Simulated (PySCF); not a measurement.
**Dipole response of Ti (titanium, neutral)**

[Ar] 3d2 4s2, high-spin 3F determinant. Computed with PySCF 2.14 in aug-cc-pVTZ-DK (8s7p5d3f2g, 93 functions), with the spin-free X2C one-electron Hamiltonian (Gaussian nucleus). Coupled (time-dependent) response in atomic units; α is the mean over directions.

```json
{"method": "UHF", "mean α (bohr³)": "146.3", "C₆ (like pair)": "1694", "S(−4)": "72650"}
{"method": "PBE", "mean α (bohr³)": "104.2", "C₆ (like pair)": "1205", "S(−4)": "5732"}
{"method": "PBE0", "mean α (bohr³)": "109.1", "C₆ (like pair)": "1282", "S(−4)": "6382"}
```

S(−4) is the Cauchy moment in α(ω) = α(0) + S(−4) ω² + …

Reference α: 87 ± 10 bohr³ (recommended; Schwerdtfeger and Nagle, table of static dipole polarizabilities (2023 update)). Published C₆: 1044 (Chu and Dalgarno (2004); Tang, Norbeck and Certain (1976)).

Hartree-Fock lies above the reference because it lacks correlation, which contracts the outer shell.

α(iu) at PBE0:

```json
{"u (hartree)": "0", "α(iu) (bohr³)": "109.1"}
{"u (hartree)": "0.0500", "α(iu) (bohr³)": "95.65"}
{"u (hartree)": "0.100", "α(iu) (bohr³)": "71.27"}
{"u (hartree)": "0.200", "α(iu) (bohr³)": "37.28"}
{"u (hartree)": "0.300", "α(iu) (bohr³)": "22.02"}
{"u (hartree)": "0.500", "α(iu) (bohr³)": "10.71"}
{"u (hartree)": "0.750", "α(iu) (bohr³)": "6.090"}
{"u (hartree)": "1.00", "α(iu) (bohr³)": "4.127"}
{"u (hartree)": "1.50", "α(iu) (bohr³)": "2.380"}
{"u (hartree)": "2.00", "α(iu) (bohr³)": "1.580"}
{"u (hartree)": "3.00", "α(iu) (bohr³)": "0.8493"}
{"u (hartree)": "5.00", "α(iu) (bohr³)": "0.3613"}
```
